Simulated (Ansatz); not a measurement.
HLiO, charge +1, doublet, at a GFN2-xTB geometry (such geometries of metal compounds can be far from the true shape) (a state made from the parent by changing its charge; the spin is typed, not shown lowest); WB97M-V/aug-cc-pVDZ (Ansatz, a quantum-chemistry and plane-wave program).

The Ansatz input:
Ansatz 0.2 input:
```yaml
crystal:
  periodic: [false, false, false]
  atoms:
    - {symbol: Li, position_ang: [-0.00000000, -0.00000000, -1.42494255]}
    - {symbol: O, position_ang: [0.00000000, 0.00000000, 0.36662930]}
    - {symbol: H, position_ang: [0.00000000, 0.00000000, 1.34179325]}
basis:
  gaussian:
    orbitals: aug-cc-pVDZ
hamiltonian:
  xc: {name: wB97M-V}
total_charge: 1
magnetization: {spin_polarized: true, initial_magnetization: 1}
```

Output, abridged:

```
Functional definition: wB97M-V
407 factors; their error is unknown
193 factors; integrals over basis functions are off by at most 4.1e-5 eV
mean field evaluation 1: about -2251.8666 eV, gradient 4.6e1 eV
mean field evaluation 2: about -2253.8398 eV, gradient 4.0e1 eV
mean field evaluation 4: about -2259.4590 eV, gradient 1.3e-1 eV
mean field evaluation 8: about -2259.4536 eV, gradient 8.9e-3 eV
mean field -2259.45361788 eV, -83.0333889444 hartree, gradient 6.4e-5 eV, S^2 0.752529; 0 other end points of the search recorded, 0 dependent functions left out
reference -2259.45365914 eV, -83.0333904608 hartree; 6, 5 occupied and 49, 50 virtual orbitals, 407 factors
Total energy: -2259.45365914 eV, -83.0333904608 hartree
```
